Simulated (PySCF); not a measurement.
One of the candidates below gave these computed data.

All candidates are C8H14.

* Rotational structure: rotational constants A, B, C: 4.115, 1.340, 1.110 GHz [GFN2-xTB]
* Dipole: 0.46 D [PBE0/pcSseg-1]
* 13C NMR: chemical shifts (computed TMS as zero) by class: 155.1 (1 C), 118.2 (1 C), 49.7 (1 C), 37.4 (2 C), 30.2 (1 C), 30.0 (2 C) ppm [GIAO PBE0/pcSseg-1]
* 1H NMR: chemical shifts (computed TMS as zero) by class: 5.96 (1 H), 5.33 (1 H), 5.13 (1 H), 1.82 (2 H), 1.73 (1 H), 1.72 (1 H), 1.72 (2 H), 1.27 (2 H), 1.13 (1 H), 1.03 (2 H) ppm [GIAO PBE0/pcSseg-1]

The electronic properties come from PySCF, for the isolated species, density fitting. Levels stand in brackets. The structure is a single GFN2-xTB conformer in the gas phase; no vibrational or solvent corrections. NMR classes are plain means over equivalent atoms (diastereotopic ones count apart unless rotation or inversion swaps them), as if these changed places fast.

Task: Which candidate is it?
A. `C1CC(C2CCC2)C1`
B. `C=C=C(CC)CCC`
C. `C=CC1CCCCC1`

Result: C. It is `C=CC1CCCCC1`. Numbering: `[CH2:1]=[CH:2][CH:3]1[CH2:4][CH2:5][CH2:6][CH2:7][CH2:8]1`. Its formula, C8H14, gives 2 degrees of unsaturation: 1 ring and 1 π bond in the structure found. 8 carbons fall into 6 classes; from least to most shielded: alkene CH carbon [C2] (155.1 ppm), terminal =CH2 carbon [C1] (118.2 ppm), allylic carbon [C3] (49.7 ppm), ring CH2 carbon [C4/C8] (37.4 ppm, 2 C), ring CH2 carbon [C6] (30.2 ppm), ring CH2 carbon [C5/C7] (30.0 ppm, 2 C). Hydrogen classes from least to most shielded: 1 H on an alkene CH carbon, C2 (5.96 ppm), 1 H on a terminal =CH2 carbon, C1 (5.33 ppm), 1 H on a terminal =CH2 carbon, C1 (5.13 ppm), 2 H on 2 ring CH2 carbons, C5/C7 (1.82 ppm), 1 H on a ring CH2 carbon, C6 (1.73 ppm), 1 H on an allylic carbon, C3 (1.72 ppm), 2 H on 2 ring CH2 carbons, C4/C8 (1.72 ppm), 2 H on 2 ring CH2 carbons, C5/C7 (1.27 ppm), 1 H on a ring CH2 carbon, C6 (1.13 ppm), 2 H on 2 ring CH2 carbons, C4/C8 (1.03 ppm). The optimised geometry has point group Cs and is an asymmetric top.

The others, at the same levels:
- `C=C=C(CC)CCC` fails: it has 8 carbon classes against 6; its computed 13C shifts are 217.0 (1 C), 113.2 (1 C), 83.2 (1 C), 38.9 (1 C), 29.5 (1 C), 25.6 (1 C), 16.7 (1 C), 14.2 (1 C) ppm, 1H shifts are 5.07 (2 H), 1.92 (2 H), 1.81 (2 H), 1.53 (2 H), 1.15 (3 H), 1.07 (3 H) ppm and rotational constant A is 3.237 GHz (against 4.115 GHz).
- `C1CC(C2CCC2)C1` fails: it has 3 carbon classes against 6; its computed 13C shifts are 43.8 (2 C), 26.4 (4 C), 16.1 (2 C) ppm, 1H shifts are 2.14 (4 H), 2.14 (2 H), 1.93 (2 H), 1.79 (2 H), 1.54 (4 H) ppm and rotational constant A is 5.190 GHz (against 4.115 GHz).

Each candidate is one conformer, not necessarily the lowest. Dipoles, sizes and rotational constants follow the conformer. The torsions of the flexible species, by atom-mapped SMILES:
- `[CH2:1]=[C:2]=[C:3]([CH2:4][CH3:5])[CH2:6][CH2:7][CH3:8]`: C2–C3–C4–C5 -7°, C2–C3–C6–C7 -8°, C3–C6–C7–C8 180°
- `[CH2:1]1[CH2:2][CH:3]([CH:4]2[CH2:5][CH2:6][CH2:7]2)[CH2:8]1`: C2–C3–C4–C5 76°

The conformers of `C=CC1CCCCC1` aren't listed.
